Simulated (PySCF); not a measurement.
Bonds: Si1-Si4 2.374 Å, Si1-Si10 2.374 Å, Si4-Si7 2.375 Å, Si7-Si10 2.375 Å. Si1 carries H2, H3; Si4 carries H5, H6; Si7 carries H8, H9; Si10 carries H11, H12.

Geometry: PBE0-D3(BJ)/def2-SVP; GIAO absolute shieldings from PySCF 2.14, gas phase, non-relativistic, averaged over equivalent atoms.

At wB97X-D/pcSseg-1 (136 basis functions, 36 s wall time on 1 thread of an Intel Xeon, shared host):
```json
{"atoms": "Si1/Si4/Si7/Si10", "σ (ppm)": "438.5"}
{"atoms": "H2/H3/H5/H6/H8/H9/H11/H12", "σ (ppm)": "27.25"}
```

**Question.** Estimate the result of repeating the calculation with PBE0/pcSseg-1.

**Answer.** 
```tsv
atoms	σ at PBE0/pcSseg-1	change
Si1/Si4/Si7/Si10	436.1	-2.4
H2/H3/H5/H6/H8/H9/H11/H12	27.03	-0.22
```

The largest change is at Si1/Si4/Si7/Si10 (silicon bonded to 2 Si, 2 H). Cost: 136 basis functions, 51 s wall time on 1 thread of an Intel Xeon, shared host.
